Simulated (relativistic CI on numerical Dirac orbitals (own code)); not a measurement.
# Dy+: resonant inelastic scattering at the N4,5 edge

Computed with this model: Dirac-Coulomb-Breit CI, separate exchange-only KLI orbitals for each configuration, a model potential for QED, valence Slater integrals scaled by 0.8, Kramers-Heisenberg scattering through one core-hole configuration in a parametric crystal field; configurations [Xe] 4f11 → [Kr] 4d9 4f12 5s2 5p6; 300 K; core-hole width 0.5 eV; summed over polarisations. Incident energies are the highest absorption maxima for each field (at most a few, so the weaker spin-orbit partner edge can be absent), on the computed scale of the free ion. Intensities are in per cent of the strongest line above 0.02 eV; levels within 1 cm⁻¹ are merged; final levels count from the ground level, the first row holds all elastic scattering, lines under 0.4 are left out and each table stops after 24 rows. The scale of the Slater integrals is a model choice and moves the terms in proportion. The configuration is assumed, with all valence electrons in the open shell; the free ion's ground configuration is another.

Field parameters in Wybourne normalisation; cubic f-shell fields have B⁴₄ = √(5/14) B⁴₀ and B⁶₄ = −√(7/2) B⁶₀. The field is a parameter set, without covalency.

S is read from ⟨S²⟩ = S(S + 1).

D3h, B20 = 60, B40 = -140, B60 = 40, B66 = 100 cm⁻¹:

```tsv
Final level (eV)	Degeneracy	S	155.6 eV	163.4 eV
0.000	2	1.48	702.4	1890.3
0.001	2	1.48	100.9	303.3
0.001	2	1.48	99.6	209.4
0.004	2	1.48	40.5	77.1
0.004	2	1.48	84.8	182.0
0.006	2	1.48	103.5	219.0
0.006	2	1.48	104.3	250.6
0.007	2	1.48	99.1	194.3
0.555	2	1.49	12.0	54.0
0.555	2	1.49	11.8	53.1
0.556	2	1.49	11.6	52.2
0.556	2	1.49	11.1	49.3
0.557	2	1.49	10.8	48.5
0.558	4	1.49	21.0	94.8
1.785	4	0.88	0.4	24.0
1.785	2	0.88	0.2	12.5
1.786	6	0.88	0.6	33.3
2.503	2	0.54	20.6	31.1
2.504	2	0.54	20.2	30.2
2.505	2	0.54	19.3	28.5
2.507	4	0.54	38.9	58.1
2.509	2	0.54	18.9	28.2
2.510	2	0.54	19.1	28.6
2.510	2	0.54	18.8	28.1
```

Oh, B40 = 120, B60 = 100 cm⁻¹:

| Final level (eV) | Degeneracy | Irrep | S | 155.6 eV | 163.4 eV |
| --- | --- | --- | --- | --- | --- |
| 0.000 | 2 | Γ7 | 1.48 | 489.2 | 1357.9 |
| 0.003 | 4 | Γ8 | 1.48 | 139.6 | 362.8 |
| 0.007 | 4 | Γ8 | 1.48 | 124.4 | 265.8 |
| 0.007 | 2 | Γ6 | 1.48 | 74.0 | 160.8 |
| 0.013 | 4 | Γ8 | 1.48 | 107.9 | 180.5 |
| 0.557 | 2 | Γ7 | 1.49 | 8.7 | 39.3 |
| 0.559 | 4 | Γ8 | 1.49 | 16.5 | 73.9 |
| 0.559 | 2 | Γ6 | 1.49 | 8.0 | 35.8 |
| 0.561 | 4 | Γ8 | 1.49 | 15.0 | 67.6 |
| 0.563 | 2 | Γ7 | 1.49 | 6.8 | 30.5 |
| 0.882 | 4 | Γ8 | 1.39 | 0.0 | 0.5 |
| 0.884 | 4 | Γ8 | 1.39 | 0.0 | 0.4 |
| 1.787 | 4 | Γ8 | 0.88 | 0.3 | 18.0 |
| 1.789 | 6 | Γ6+Γ8 | 0.88 | 0.4 | 24.1 |
| 1.790 | 2 | Γ7 | 0.88 | 0.1 | 6.8 |
| 2.508 | 4 | Γ8 | 0.54 | 27.6 | 40.8 |
| 2.509 | 4 | Γ8 | 0.54 | 26.4 | 38.4 |
| 2.511 | 2 | Γ7 | 0.54 | 15.2 | 23.9 |
| 2.512 | 4 | Γ8 | 0.54 | 26.7 | 40.0 |
| 2.513 | 2 | Γ6 | 0.54 | 13.3 | 20.0 |
| 2.598 | 4 | Γ8 | 1.35 | 0.2 | 74.0 |
| 2.601 | 6 | Γ7+Γ8 | 1.35 | 0.2 | 100.0 |
| 2.602 | 2 |  | 1.35 | 0.1 | 35.4 |
| 2.972 | 2 |  | 0.51 | 0.1 | 16.3 |

For the first field the strongest loss at the lowest incident energy is the level at 2.51 eV (S = 0.54, against 1.48 in the thermal ground state). Levels of other spin, the first over 8 % at 1.79 eV, appear because spin-orbit coupling of the core hole, and in heavier ions of the valence shell too, mixes spins.
